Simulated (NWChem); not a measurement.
System meant: NbOF3; SMILES [O]=[Nb]([F])([F])[F]

NWChem input:

```
start job
memory heap 200 mb stack 900 mb global 1100 mb
geometry units angstroms noautoz
  Nb     0.000000     0.000000     0.030975
  O      0.000000     0.000000     1.709658
  F      1.015292     1.449013    -0.531431
  F     -1.762528     0.154762    -0.531431
  F      0.747236    -1.603775    -0.531431
end
basis spherical
  * library def2-svp
end
ecp
  Nb library def2-ecp
end
dft
  odft
  mult 2
  xc xpbe96 cpbe96
  iterations 150
  mulliken
end
task dft energy
```

End of the output:

```
 Summary of "ao basis" -> "" (spherical)
 ------------------------------------------------------------------------------
       Tag                 Description            Shells   Functions and Types
 ---------------- ------------------------------  ------  ---------------------
 *                          def2-svp                  on all atoms

 Summary of "ao basis" -> "ao basis" (spherical)
 ------------------------------------------------------------------------------
       Tag                 Description            Shells   Functions and Types
 ---------------- ------------------------------  ------  ---------------------
 Nb                         def2-svp                11       31   5s3p2d1f
 O                          def2-svp                 6       14   3s2p1d
 F                          def2-svp                 6       14   3s2p1d

 Summary of "ao basis" -> "ao basis" (spherical)
 ------------------------------------------------------------------------------
       Tag                 Description            Shells   Functions and Types
 ---------------- ------------------------------  ------  ---------------------
 Nb                         def2-svp                11       31   5s3p2d1f
 O                          def2-svp                 6       14   3s2p1d
 F                          def2-svp                 6       14   3s2p1d

      Symmetry analysis of basis
      --------------------------

        a1         28
        a2          5
        e          54

  Rotation of axis
  number of electrons :                   48
  multiplicity        :                    2
 ------------------------------------------------------------------------
  no. of electrons and multiplicity not compatible                  48
 ------------------------------------------------------------------------
 ------------------------------------------------------------------------
  current input line :
    23: task dft energy
 ------------------------------------------------------------------------
 ------------------------------------------------------------------------
 There is an error in the input file
 ------------------------------------------------------------------------
 For more information see the NWChem manual at https://nwchemgit.github.io

0: no. of electrons and multiplicity not compatible:Received an Error in Communication
```

**Question.** What is wrong, and how is it mended?

**Answer.** The program refused the input. Cause: the multiplicity doesn't fit the number of electrons (an even count wants an odd multiplicity, and the reverse). This input runs:
```
start job
memory heap 200 mb stack 900 mb global 1100 mb
geometry units angstroms noautoz
  Nb     0.000000     0.000000     0.030975
  O      0.000000     0.000000     1.709658
  F      1.015292     1.449013    -0.531431
  F     -1.762528     0.154762    -0.531431
  F      0.747236    -1.603775    -0.531431
end
basis spherical
  * library def2-svp
end
ecp
  Nb library def2-ecp
end
dft
  xc xpbe96 cpbe96
  iterations 150
  mulliken
end
task dft energy
```
It converges to -431.39617 Ha (PBE/def2-SVP with def2 effective core potentials on Nb).
